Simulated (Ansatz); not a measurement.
BH4NSe (`NB[SeH]`). Total charge 0; spin multiplicity 1.

Cartesian coordinates in Å:
```
N 0.311 1.066 0.498
B 0.159 -0.253 0.088
Se -1.212 -0.725 -1.226
H 1.007 1.334 1.172
H -0.246 1.834 0.165
H 0.863 -1.105 0.534
H -0.882 -2.152 -1.231
```

Q: List the harmonic frequencies (cm⁻¹, unscaled) at PBE0-D4/def2-TZVP in Ansatz. (Estimate.)

A: Ansatz gave: 265, 273, 513, 567, 588, 729, 875, 912, 1134, 1346, 1639, 2467, 2653, 3621, 3717.

Q: Is this a minimum?

A: Yes, all 15 modes are real.

Q: Give the ideal-gas thermochemistry at 298.15 K and 1 bar (rigid rotor, harmonic oscillator; point group Cs, symmetry number 1).

A: Zero-point energy 127.4 kJ/mol; H(298) − E = 141.8 kJ/mol; entropy 290.2 J/(mol·K), of which translation 167.2, rotation 100.2, vibration 22.8; G(298) − E = 55.3 kJ/mol.

Q: And at 400, 500, 600, 800 and 1000 K?

A: 
| T (K) | H − E (kJ/mol) | S (J/mol/K) | G − E (kJ/mol) |
| --- | --- | --- | --- |
| 400 | 149.8 | 313.0 | 24.6 |
| 500 | 158.7 | 332.8 | -7.7 |
| 600 | 168.4 | 350.6 | -41.9 |
| 800 | 190.0 | 381.5 | -115.2 |
| 1000 | 213.5 | 407.8 | -194.2 |

Q: Rotational constants (cm⁻¹)?

A: 1.419, 0.1217, 0.1121.
